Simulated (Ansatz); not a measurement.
Cost and result for the atomization energy of CH3ClO2Si (`O[Si]1(Cl)CO1`) (8 atoms, 8 bonds).

Cartesian coordinates in Å:
```
O -0.5573 0.2973 1.8179
Si -0.2398 0.5359 0.2474
Cl -0.3631 2.5264 -0.0499
C 0.6516 -0.5455 -0.8628
O -0.8657 -0.4739 -0.8695
H -0.7094 -0.6099 2.0933
H 1.0063 -1.5332 -0.5756
H 1.0774 -0.1972 -1.8009
```

Charge 0, multiplicity 1. The structure was optimised at the PBE0-D4/def2-TZVP level. It is one conformer, not always the lowest. Program: Ansatz. All runs use 2 threads of an Arm Neoverse V2 on a shared host. Times are those of one run each, without the atoms' runs, and a repeat can differ threefold. Electronic energies, without spin–orbit coupling; frozen cores. CCSD(T)/CBS adds CCSD(T) − MP2 in def2-TZVPP to the MP2 limit, and its time is that of the two runs behind it. T1 = 0.012. HSE06 is the plane-wave form, built on full-range PBE exchange.

CCSD(T)/CBS is a level of theory with its own doubt, some kJ/mol a heavy atom from the limit and from the frozen cores, so smaller differences don't rank the functionals.

| level | functions | wall time |
| --- | --- | --- |
| BLYP-D4/def2-TZVPP | 219 | 2.4 s |
| PBE-D4/def2-TZVPP (with forces) | 219 | 2.7 s |
| PBE0-D4/def2-TZVPP | 219 | 3.4 s |
| BHLYP-D4/def2-TZVPP | 219 | 3.6 s |
| HSE06-D4/def2-TZVPP | 219 | 3.7 s |
| CCSD(T)/def2-SVP | 93 | 3.7 s |
| r2SCAN-D4/def2-TZVPP (with forces) | 219 | 5.5 s |
| PBE-QIDH/def2-TZVPP | 219 | 6 s |
| ωB97X-V/def2-TZVPP | 219 | 9 s |
| B97M-V/def2-TZVPP | 219 | 10 s |
| MP2/def2-QZVPP | 401 | 19 s |
| CCSD(T)/def2-TZVPP | 219 | 110 s |
| CCSD(T)/CBS(def2) | – | 2.2 min |

**Question.** What atomization energy does each give, and how far from CCSD(T)/CBS? (Best estimate.)

**Answer.** The calculation gave: 
```tsv
level	atomization (kcal/mol)	difference from CCSD(T)/CBS	per bond
BLYP-D4/def2-TZVPP	743.0	-5.9	-0.7
PBE-D4/def2-TZVPP (with forces)	764.5	15.6	2.0
PBE0-D4/def2-TZVPP	743.9	-5.0	-0.6
BHLYP-D4/def2-TZVPP	709.7	-39.2	-4.9
HSE06-D4/def2-TZVPP	744.7	-4.2	-0.5
CCSD(T)/def2-SVP	680.9	-68.0	-8.5
r2SCAN-D4/def2-TZVPP (with forces)	751.2	2.3	0.3
PBE-QIDH/def2-TZVPP	740.1	-8.8	-1.1
ωB97X-V/def2-TZVPP	748.8	-0.1	0.0
B97M-V/def2-TZVPP	750.4	1.5	0.2
MP2/def2-QZVPP	766.1	17.2	2.2
CCSD(T)/def2-TZVPP	723.6	-25.3	-3.2
CCSD(T)/CBS(def2)	748.9	0.0	0.0
```

From r2SCAN to r2SCAN0 (25 % exact exchange), in def2-TZVPP and without D4, the atomization energy moves by −19.3 kcal/mol: exact exchange takes away binding that semilocal exchange gives to molecules. The D4 term adds +7.4 kcal/mol with B3LYP and +3.8 kcal/mol with PBE0; it sums over pairs of atoms, weighted by their polarisabilities, and B3LYP, whose exchange is more repulsive, gets the larger term. At CCSD(T), def2-SVP lies −67.9 kcal/mol from the extrapolated value and def2-TZVPP −25.2 kcal/mol: correlation converges slowly with the basis, and small sets miss more of it in the bonded molecule than in its fragments.

B3LYP here is the variant with VWN-RPA as its local correlation; programs differ in this.
